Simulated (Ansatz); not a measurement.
One change: `F[SiH](F)N[SiH](Cl)Cl` becomes `N[SiH](Cl)Cl`.

Ansatz, PBE0-D4/def2-TZVP geometries, multiplicity 1. Each molecule was computed in one conformer, which needn't be the lowest.

```csv
property,`F[SiH](F)N[SiH](Cl)Cl`
LUMO energy (PBE/def2-TZVPP) / eV,-0.73
HOMO energy (B3LYP/def2-TZVPP) / eV,-8.63
size of the dipole moment (B3LYP/def2-TZVPP) / D,1.32
HOMO energy (PBE/def2-TZVPP) / eV,-7.44
size of the dipole moment (ωB97M-V/def2-TZVPP) / D,1.32
HOMO–LUMO gap (PBE/def2-TZVPP) / eV,6.71
```

Q: Give the same properties after the change, and the shifts. (Estimate.)

A: The calculation gave: 
```json
{"property": "LUMO energy (PBE/def2-TZVPP) / eV", "`N[SiH](Cl)Cl`": "-0.37", "shift": "0.36"}
{"property": "HOMO energy (B3LYP/def2-TZVPP) / eV", "`N[SiH](Cl)Cl`": "-7.95", "shift": "0.68"}
{"property": "size of the dipole moment (B3LYP/def2-TZVPP) / D", "`N[SiH](Cl)Cl`": "2.31", "shift": "0.99"}
{"property": "HOMO energy (PBE/def2-TZVPP) / eV", "`N[SiH](Cl)Cl`": "-6.75", "shift": "0.69"}
{"property": "size of the dipole moment (ωB97M-V/def2-TZVPP) / D", "`N[SiH](Cl)Cl`": "2.31", "shift": "0.99"}
{"property": "HOMO–LUMO gap (PBE/def2-TZVPP) / eV", "`N[SiH](Cl)Cl`": "6.38", "shift": "-0.33"}
```

With PBE0 the HOMO rises by 0.67 eV and the LUMO rises by 0.33 eV, so the gap narrows by about 0.34 eV. PBE moves the HOMO by 0.69 eV and ωB97M-V by 0.64 eV. Dipoles are sizes alone; their direction can turn.

B3LYP here is the variant with VWN-RPA as its local correlation; programs differ in this.
